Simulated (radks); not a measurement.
Problem. All-electron atom: I+ in [Kr] 4d10 5s2 5p4 (the NIST ground configuration). All-electron calculation, Dirac Kohn-Sham, PBEsol, spin-unpolarised, spherical densities, point nucleus; open shells fill j = l - 1/2 first. Program: a radial shooting solver on a logarithmic mesh with Libxc functionals.

Spin-orbit splittings of the eigenvalues, e(l+1/2) - e(l-1/2), with zeta = 2 splitting/(2l+1) and mean radii in bohr:

shell  occ.  splitting (eV)  zeta (eV)  <r> j=l-1/2  <r> j=l+1/2
2p        6               ?          ?      0.09849       0.1042
3p        6           56.17      37.45       0.3042       0.3157
3d       10           11.82      4.726       0.2866       0.2902
4p        6           10.98      7.318       0.7728       0.8012
4d       10           1.719     0.6875       0.9144       0.9259
5p        4           1.150     0.7668        2.258        2.353

Estimate the 2p splitting.

Solution. 298.5 eV (zeta = 199.0 eV).
